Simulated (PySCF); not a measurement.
**C₆ coefficients of unlike pairs at TPSSh**

Calculated with PySCF 2.14 from the dipole response of each species, C₆(A,B) = (3/π) ∫ α_A(iu) α_B(iu) du, in atomic units, from isotropic polarisabilities. For ions this is the dispersion term alone; charge-induced terms of lower order in 1/R come first.

```json
{"species": "F⁺", "configuration": "[He] 2s2 2p4 (3P)", "basis": "aug-cc-pVDZ-DK (4s3p2d)", "relativity": "spin-free X2C", "α (bohr³)": "1.733", "C₆ (like pair)": "3.289"}
{"species": "P⁺", "configuration": "[Ne] 3s2 3p2 (3P)", "basis": "aug-cc-pwCVTZ (8s7p5d3f)", "relativity": "none", "α (bohr³)": "14.34", "C₆ (like pair)": "74.55"}
{"species": "P³⁺", "configuration": "[Ne] 3s2 (1S)", "basis": "aug-cc-pwCVTZ (8s7p5d3f)", "relativity": "none", "α (bohr³)": "7.041", "C₆ (like pair)": "18.30"}
{"species": "Cs⁺", "configuration": "[Xe] (1S)", "basis": "aug-cc-pVQZ-X2C (10s9p7d4f2g)", "relativity": "spin-free X2C", "α (bohr³)": "15.85", "C₆ (like pair)": "136.1"}
```

**Question.** Estimate C₆ for P³⁺ with P⁺.

**Answer.** The integral gives 36.92. The combination rule 2 C_A C_B / (C_A α_B/α_A + C_B α_A/α_B) gives 36.94 and the geometric mean 36.94.

No spin-orbit coupling is included.

The other pairs:

```csv
pair,C₆
"Cs⁺, P³⁺",49.03
"Cs⁺, F⁺",19.96
"Cs⁺, P⁺",98.74
"P³⁺, F⁺",6.800
"P⁺, F⁺",13.60
```
